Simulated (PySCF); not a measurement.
C₈H₈O₂, SMILES c1c(cc(C(C)=O)cc1)O (GFN2-xTB optimised geometry):

```
18

C     -0.630    -2.674    -0.067
C     -1.376    -1.364    -0.004
O     -2.586    -1.325     0.041
C     -0.563    -0.120    -0.002
C      0.830    -0.108    -0.001
C      1.507     1.099     0.000
C      0.820     2.299     0.000
C     -0.573     2.299     0.000
O     -1.218     3.492     0.000
C     -1.254     1.091     0.000
H      0.005    -2.782     0.809
H     -1.346    -3.492    -0.094
H     -0.007    -2.708    -0.957
H      1.391    -1.028     0.001
H      2.586     1.107     0.003
H      1.340     3.243     0.001
H     -2.173     3.349     0.002
H     -2.335     1.064     0.000
```

Calculation: PySCF with PBE/def2-SVP.

**Question.** What are the frontier orbital energies and the dipole moment?

**Answer.** HOMO-2 -6.50 eV, HOMO-1 -5.67 eV, HOMO -5.53 eV, LUMO -2.37 eV, LUMO+1 -0.93 eV; dipole moment 1.50 D.

Meta-Löwdin charges at PBE/def2-SVP: C1 -0.35, C2 0.34, O3 -0.38, C4 -0.04, C5 -0.13, C6 -0.10, C7 -0.13, C8 0.21, O9 -0.41, C10 -0.15, H11 0.12, H12 0.12, H13 0.12, H14 0.11, H15 0.11, H16 0.12, H17 0.33, H18 0.11.
